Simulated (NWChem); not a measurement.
Species: SF3 cation; SMILES F[S+](F)F

Results from NWChem. All runs use the structure optimised with PBE0/def2-SVP.

Problem. Taking PBE0/pcseg-2 as the yardstick, which of these has the fewest basis functions while keeping “highest occupied level (eV)” within 0.1 eV of it: PBE0/def2-SVP; PBE0/STO-3G; PBE0/pcseg-1; PBE0/aug-pcseg-1?

Solution. PBE0/def2-SVP.
```json
[
 {"level": "PBE0/STO-3G", "basis functions": "24", "highest occupied level (eV)": "-15.19"},
 {"level": "PBE0/pcseg-1", "basis functions": "60", "highest occupied level (eV)": "-19.45"},
 {"level": "PBE0/def2-SVP", "basis functions": "60", "highest occupied level (eV)": "-19.38"},
 {"level": "PBE0/aug-pcseg-1", "basis functions": "96", "highest occupied level (eV)": "-19.32"},
 {"level": "PBE0/pcseg-2", "basis functions": "124", "highest occupied level (eV)": "-19.31"}
]
```

The yardstick is one finite set, not the basis-set limit.
